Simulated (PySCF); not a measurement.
**Bond curve of BeS⁻**

Set-up: Be aug-pcseg-1, S aug-pcseg-1; no relativity (PySCF 2.14). Energies in eV from Be + S⁻ in their ground configurations at the same level. State: ²Σ⁺ (doublet), unpaired electrons σ ↑.

All columns are PBE0. A positive dipole points towards S; it is taken about the centre of mass and depends on that origin.

| R (Å) | E (eV) | μ (D) | Mulliken charge on Be (basis-dependent) | HOMO (eV) | LUMO (eV) | Mayer bond order | ⟨S²⟩ |
| --- | --- | --- | --- | --- | --- | --- | --- |
| 1.567 | -2.727 | 2.11 | -0.32 | -0.13 | 2.84 | 1.51 | 0.76 |
| 1.640 | -3.266 | 1.86 | -0.22 | -0.26 | 2.77 | 1.51 | 0.76 |
| 1.713 | -3.568 | 1.61 | -0.12 | -0.38 | 2.69 | 1.50 | 0.76 |
| 1.767 | -3.677 | 1.43 | -0.05 | -0.47 | 2.63 | 1.48 | 0.76 |
| 1.822 | -3.709 | 1.24 | 0.00 | -0.56 | 2.56 | 1.46 | 0.76 |
| 1.877 | -3.680 | 1.06 | 0.05 | -0.64 | 2.49 | 1.44 | 0.76 |
| 1.950 | -3.569 | 0.84 | 0.11 | -0.75 | 2.39 | 1.42 | 0.76 |
| 2.041 | -3.350 | 0.56 | 0.16 | -0.86 | 2.26 | 1.39 | 0.76 |
| 2.150 | -3.014 | 0.27 | 0.19 | -0.87 | 2.10 | 1.37 | 0.76 |
| 2.296 | -2.514 | -0.04 | 0.19 | -0.76 | 1.87 | 1.35 | 0.76 |

A fit through these points gives, at Re = 1.821 Å, μ = 1.25 D and dμ/dR = -3.30 D/Å; the reduced mass is 7.03 u.

Question: How strong is the fundamental in the double-harmonic approximation, I = 42.26·(dμ/dR)²/μred km/mol?

Answer: I = 42.26·(-3.30)²/7.03 = 65.5 km/mol at PBE0.

For an ion De counts to the pair picked by the measured ionisation energies or electron affinities, which need not be the lowest pair at this level. The state is the lowest determinant that a PBE0 search found; another state may lie lower at other levels.
